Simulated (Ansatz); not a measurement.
Ansatz (a program for electronic structure) input (CCSD(T)/def2-QZVPPD):
A basis named .json is the Basis Set Exchange file of that set.

Ansatz 0.2 input:
```yaml
crystal:
  periodic: [false, false, false]
  atoms:
    - {symbol: Y, position_ang: [-0.00000000, -0.00000000, -0.72850452]}
    - {symbol: Cl, position_ang: [0.00000000, 0.00000000, 1.67127508]}
basis:
  gaussian:
    orbitals: def2-QZVPPD.json
total_charge: 1
magnetization: {spin_polarized: true, initial_magnetization: 1}
correlation: {method: ccsd_t, electrons: outside_noble_gas}
```

End of the output:

```
mean field: 0.54 GiB planned
mean field evaluation 1: about -13526.0930 eV, gradient 2.8e1 eV
mean field evaluation 2: about -13526.1449 eV, gradient 2.7e1 eV
mean field evaluation 4: about -13530.9039 eV, gradient 1.7e0 eV
mean field evaluation 8: about -13530.9876 eV, gradient 4.0e-1 eV
mean field evaluation 16: about -13531.0009 eV, gradient 2.0e-5 eV
mean field evaluation 32: about -13530.7157 eV, gradient 5.7e-1 eV
mean field evaluation 64: about -13531.0009 eV, gradient 1.1e-5 eV
mean field evaluation 96: about -13530.9992 eV, gradient 4.8e-2 eV
mean field evaluation 128: about -13530.0400 eV, gradient 2.4e0 eV
mean field evaluation 160: about -13529.5742 eV, gradient 5.8e-2 eV
mean field evaluation 192: about -13526.1664 eV, gradient 8.9e0 eV
mean field evaluation 224: about -13530.6889 eV, gradient 8.1e-2 eV
mean field evaluation 256: about -13526.7700 eV, gradient 1.2e-1 eV
mean field evaluation 288: about -13526.7384 eV, gradient 5.8e-1 eV
mean field evaluation 320: about -13529.5693 eV, gradient 9.3e-1 eV
mean field evaluation 352: about -13526.4324 eV, gradient 5.3e-2 eV
mean field evaluation 384: about -13526.4320 eV, gradient 1.8e-2 eV
mean field evaluation 416: about -13526.1585 eV, gradient 5.4e-3 eV
mean field evaluation 448: about -13526.1581 eV, gradient 2.1e-1 eV
mean field evaluation 480: about -13526.1579 eV, gradient 2.3e-1 eV
mean field evaluation 512: about -13526.1556 eV, gradient 4.4e-2 eV
mean field evaluation 544: about -13526.1556 eV, gradient 2.0e-1 eV
mean field evaluation 576: about -13526.3441 eV, gradient 6.2e-4 eV
mean field evaluation 608: about -13526.3911 eV, gradient 7.7e-2 eV
mean field evaluation 640: about -13526.3925 eV, gradient 1.9e-3 eV
mean field evaluation 672: about -13526.2081 eV, gradient 2.4e-1 eV
mean field evaluation 704: about -13525.7868 eV, gradient 1.1e-2 eV
mean field evaluation 736: about -13530.4113 eV, gradient 4.7e0 eV
mean field evaluation 768: about -13530.1543 eV, gradient 4.4e-3 eV
mean field evaluation 800: about -13526.7716 eV, gradient 2.1e-3 eV
mean field -13531.00085494 eV, -497.2551097772 hartree, gradient 1.9e-6 eV, S^2 0.751665; 15 other end points of the search recorded, 0 dependent functions left out
determinant -13531.00085494 eV, -497.2551097772 hartree, with singles and doubles -13537.83913757 eV, -497.5064120286 hartree
determinant -13530.68902884 eV, -497.2436503795 hartree, with singles and doubles -13537.45404779 eV, -497.4922602405 hartree
determinant -13530.15430479 eV, -497.2239996330 hartree, with singles and doubles -13536.95474155 eV, -497.4739110745 hartree
determinant -13529.57392777 eV, -497.2026711711 hartree, with singles and doubles -13536.36772035 eV, -497.4523384431 hartree
determinant -13531.00085494 eV, -497.2551097772 hartree, with singles and doubles -13537.78594751 eV, -497.5044573303 hartree
determinant -13530.68902884 eV, -497.2436503795 hartree, with singles and doubles -13537.40605881 eV, -497.4904966779 hartree
9 core orbitals not correlated
reference -13531.00085494 eV, -497.2551097772 hartree; 5, 4 occupied and 146, 147 virtual orbitals, 967 factors
second order -6.39123971 eV of doubles, -0.00000000 eV of singles
coupled cluster: 1.60 GiB planned
cycle   1  -6.78509253 eV  change    4.3e-8 eV  update   6.2e-6
perturbative correction -0.35021748 eV, -0.0128702550 hartree
Total energy: -13538.13616495 eV, -497.5173275837 hartree
```

This state (charge 1, doublet) is run at the relaxed geometry of the species with charge 0 and multiplicity 1.
